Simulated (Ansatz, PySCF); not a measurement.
C$_{2}$H$_{6}$F$_{2}$GeS$_{2}$, singlet, geometry from GFN2-xTB. Base run: CASSCF(4,4)/STO-3G in PySCF.

Here is a job for PySCF.
```python
from pyscf import gto, scf, mcscf
import numpy

mol = gto.M(
    atom='''
C    -2.663114    0.987308    0.695913
S    -1.383294    1.477234   -0.512714
Ge   -0.012879   -0.298106   -0.293477
F     0.942770   -0.430166   -1.799305
F    -1.047350   -1.754895   -0.364013
S     1.433135   -0.571408    1.412679
C     2.723977    0.600581    0.865616
H    -3.062610    0.010931    0.439235
H    -3.439145    1.740930    0.612121
H    -2.252930    0.987536    1.701259
H     2.343276    1.617358    0.884135
H     3.071676    0.333800   -0.127774
H     3.530438    0.493818    1.583541
''',
    basis='sto-3g',
    charge=0,
    spin=0,
    verbose=3,
)

mf = scf.RHF(mol)
mf.kernel()
mc = mcscf.CASSCF(mf, 4, 4)
mc.fix_spin_(ss=0.0)
mc.kernel()
occ = numpy.linalg.eigvalsh(mc.fcisolver.make_rdm1(mc.ci, mc.ncas, mc.nelecas))[::-1]
ss = mc.fcisolver.spin_square(mc.ci, mc.ncas, mc.nelecas)[0]
print('natural occupations', occ.round(4), ' <S^2>', round(ss, 4))
```

Programs used: Ansatz (a program for electronic structure), PySCF; a row that names a program was run with it.

Variants of this job, named by their change:

```tsv
change	ΔE vs base (mEh)	natural occupations	<S^2> of the state
base	0.000	1.97 1.97 0.03 0.03	0.00
active space = 2 electrons, 2 orbitals	20.651	1.97 0.03	0.00
active space = 4 electrons, 5 orbitals	-0.964	1.97 1.97 0.03 0.03 0.00	0.00
active space = 6 electrons, 7 orbitals	-16.871	1.98 1.97 1.96 0.05 0.03 0.02 0.00	0.00
conv_tol = 1e-5	0.000	1.97 1.97 0.03 0.03	0.00
correction = SC-NEVPT2	-191.9	1.97 1.97 0.03 0.03	0.00
active space = 8 electrons, 7 orbitals	-19.949	1.99 1.98 1.97 1.95 0.05 0.03 0.02	0.00
fix_spin_ = off	0.000	1.97 1.97 0.03 0.03	0.00
code = ansatz; correction = SC-NEVPT2, all electrons	-195.2	-	-
orbitals = fixed (CASCI); correction = SC-NEVPT2	-185.1	2.00 2.00 0.00 0.00	0.00
start = MP2 natural orbitals	-11.803	1.96 1.96 0.04 0.04	0.00
```

Active orbitals are taken around the Fermi level unless the row says otherwise; CASSCF can end in different local minima, and two programs can end on different orbitals. State-averaged rows give the lowest state.
